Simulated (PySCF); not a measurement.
**Ionisation energy of O⁺ by level of theory**

O⁺ [He] 2s2 2p3 (4S) → O²⁺ [He] 2s2 2p2 (3P), as a difference of total energies. Computed with PySCF 2.14 in aug-cc-pwCVTZ (7s6p4d2f, 59 functions), with no relativity, point nucleus. Correlated levels: valence and next inner shell: nothing frozen. The calculations carry no spin-orbit coupling.

```
                                method  ionisation energy (eV)
                                   UHF                  34.556
    MP2 (valence and next inner shell)                  35.235
SCS-MP2 (valence and next inner shell)                  34.960
   CCSD (valence and next inner shell)                  35.059
CCSD(T) (valence and next inner shell)                  35.067
```

Question: How much does correlation contribute at CCSD(T) (valence and next inner shell)?

Answer: 35.067 − (34.556) = 0.511 eV, measured against UHF.

A first-order spin-orbit estimate (lowest level to lowest level, LS coupling) adds -0.026 eV.

Errors of the correlated levels include the incompleteness of this basis.

For comparison: 35.121 eV (measured; NIST Atomic Spectra Database, ionization energies).
